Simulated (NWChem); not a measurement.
System: C3H7N; SMILES C/C=N\C

```xyz
11

C      0.4823    -1.5269     0.1510
C     -0.6548    -0.5805    -0.1030
N     -0.6674     0.6821    -0.2067
C      0.5175     1.4811    -0.0858
H      1.4576    -1.0370     0.2638
H      0.5511    -2.2534    -0.6753
H      0.2797    -2.1130     1.0624
H     -1.6356    -1.0767    -0.2164
H      0.6417     2.0739    -1.0072
H      1.4646     0.9431     0.1057
H      0.3707     2.2136     0.7252
```
Atoms are numbered in this order, from 1.

Level: PBE0/def2-SVP (NWChem), optimised geometry, unscaled harmonic frequencies. 

### Question
List the harmonic frequencies with IR intensities, and the thermochemistry.

### Answer
| frequency (cm⁻¹) | IR intensity (km/mol) |
|---|---|
| 95 | 2.6 |
| 132 | 0.7 |
| 333 | 2.0 |
| 427 | 4.4 |
| 582 | 14.5 |
| 841 | 4.9 |
| 890 | 4.2 |
| 1034 | 15.9 |
| 1069 | 0.0 |
| 1106 | 13.6 |
| 1126 | 0.6 |
| 1162 | 5.4 |
| 1366 | 11.1 |
| 1409 | 9.3 |
| 1415 | 12.2 |
| 1448 | 9.0 |
| 1451 | 11.7 |
| 1459 | 6.4 |
| 1476 | 7.7 |
| 1812 | 74.6 |
| 3017 | 52.5 |
| 3058 | 6.7 |
| 3082 | 33.0 |
| 3109 | 29.7 |
| 3125 | 10.9 |
| 3135 | 5.3 |
| 3187 | 11.1 |

zero-point energy: 60.5 kcal/mol
thermal correction to the enthalpy at 298.15 K (with zero-point energy): 64.5 kcal/mol
heat capacity Cv: 17.1 cal/(mol K)
entropy at 298.15 K and 1 atm (symmetry number 1): 71.9 cal/(mol K)
dipole moment: 1.88 D

Rigid rotor and harmonic oscillator; modes under 100 cm⁻¹ make the entropy uncertain.
